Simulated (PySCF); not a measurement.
**Dipole response of Ta²⁺ (tantalum, charge +2)**

[Xe] 4f14 5d2 6s1, high-spin 4F determinant (an excited configuration). Calculation: PySCF 2.14, in aug-cc-pVTZ-PP with one added diffuse shell each of s, p, d, f, g type with ECP60MDF (7s7p6d4f3g, 113 functions); scalar relativity through the core potential. Coupled (time-dependent) response in atomic units; α is the mean over directions.

```
method  mean α (bohr³)  C₆ (like pair)  S(−4)
   UHF           32.03           221.2  560.6
   PBE           25.59           170.6  317.5
```

S(−4) is the Cauchy moment in α(ω) = α(0) + S(−4) ω² + …

Spin-orbit coupling is absent.

α(iu) at UHF:

```tsv
u (hartree)	α(iu) (bohr³)
0	32.03
0.0500	30.70
0.100	27.40
0.200	19.82
0.300	14.34
0.500	8.712
0.750	5.713
1.00	4.189
1.50	2.614
2.00	1.797
3.00	0.9859
5.00	0.4147
```

A single London oscillator, α(iu) = α/(1 + u²/ω²), gives C₆ = (3/4) ω α². Matching the computed C₆ needs ω = 4 × 221.2 / (3 × 32.03²) = 0.287 hartree.

For an ion, C₆ is the dispersion term alone; charge-induced terms of lower order in 1/R come first.

Energies and moments cover only the electrons outside the core potential. Spin-orbit coupling, absent here, splits the open shell strongly.
